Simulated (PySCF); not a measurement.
PySCF job for Sn(H)3(SMe) (CH6SSn), SMILES C[S][SnH3], C-PCM-M06-2X/def2-SVP. The structure is a stationary point at B3LYP-D3(BJ)/def2-SVP. The def2 effective core potentials stand for the cores of Sn; spin–orbit coupling is left out.

```python
import numpy as np
from pyscf import gto, scf, dft
from pyscf.solvent import pcm

mol = gto.M(
    atom='''
    Sn    0.05975860    0.82927505    0.00000000
    S    -0.76156701   -1.46780461   -0.00000000
    C     0.83901108   -2.37372056    0.00000000
    H    -1.33220415    1.83080706   -0.00000000
    H     1.01996692    1.09189438    1.40528680
    H     1.01996693    1.09189438   -1.40528680
    H     1.43283171   -2.15342653   -0.89917396
    H     0.58968233   -3.44429821    0.00000000
    H     1.43283171   -2.15342653    0.89917396
    ''',
    basis='def2-SVP',
    ecp={'Sn': 'def2-svp'},
    charge=0,
    spin=0,
    max_memory=1600,
    verbose=3,
)
mf = dft.RKS(mol, xc='m06-2x').density_fit(auxbasis='def2-universal-jkfit')
mf.grids.level = 4
mf.conv_tol = 1e-9
mf.max_cycle = 100
mf.kernel()
res = {}
for name, eps in {'water': 78.355, 'methanol': 32.613, '1-octanol': 9.8629}.items():
    s = mf.PCM()
    s.with_solvent.method, s.with_solvent.eps, s.with_solvent.lebedev_order = 'C-PCM', eps, 29
    s.kernel(mf.make_rdm1())
    res[name] = (s.e_tot, eps, s.dip_moment(), s.mo_energy, s.converged)
    print(f'{name}: electrostatic solvation free energy {(s.e_tot - mf.e_tot) * 627.509474:.3f} kcal/mol')
```

Output:

```
converged SCF energy = -653.919092759557

WARN: PCM is an experimental feature. It is still in testing.
Features and APIs may be changed in the future.

converged SCF energy = -653.923807719145
Dipole moment(X, Y, Z, Debye):  2.13417,  0.85082,  0.00000
water: electrostatic solvation free energy -2.959 kcal/mol

WARN: PCM is an experimental feature. It is still in testing.
Features and APIs may be changed in the future.

converged SCF energy = -653.923707146058
Dipole moment(X, Y, Z, Debye):  2.11978,  0.84360,  0.00000
methanol: electrostatic solvation free energy -2.896 kcal/mol

WARN: PCM is an experimental feature. It is still in testing.
Features and APIs may be changed in the future.

converged SCF energy = -653.923316604812
Dipole moment(X, Y, Z, Debye):  2.06476,  0.81596,  0.00000
1-octanol: electrostatic solvation free energy -2.651 kcal/mol
```

The calculation finished and met its thresholds.

Cost: very roughly 40 core-seconds.
